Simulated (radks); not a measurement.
The numbers below are computed, except where a source is named.
Ionisation of the lead ion Pb+, [Hg] 6p1, to Pb2+, [Hg], under several functionals. Dirac Kohn-Sham, spin-unpolarised, spherical densities, finite nucleus; open shells fill j = l - 1/2 first; a radial shooting solver on a logarithmic mesh with Libxc functionals. The NIST Atomic Spectra Database gives 15.032 eV (measured). Rank these functionals by the error of their Delta-SCF ionisation energy: BLYP; PW91; OLYP; B86b exchange with PBE correlation; XLYP; revPBE; BP86.

Answer. From best to worst: BP86 14.985 eV (-0.048); PW91 14.916 eV (-0.117); XLYP 14.900 eV (-0.132); BLYP 14.864 eV (-0.168); B86b exchange with PBE correlation 14.852 eV (-0.180); revPBE 14.713 eV (-0.320); OLYP 14.566 eV (-0.466). Spin polarisation and multiplet splitting are left out, so open shells lie too high by an amount that depends on their filling.

Beside tabulated values, note that spin-unpolarised runs miss the spin-polarisation part of the exchange energy of open shells.
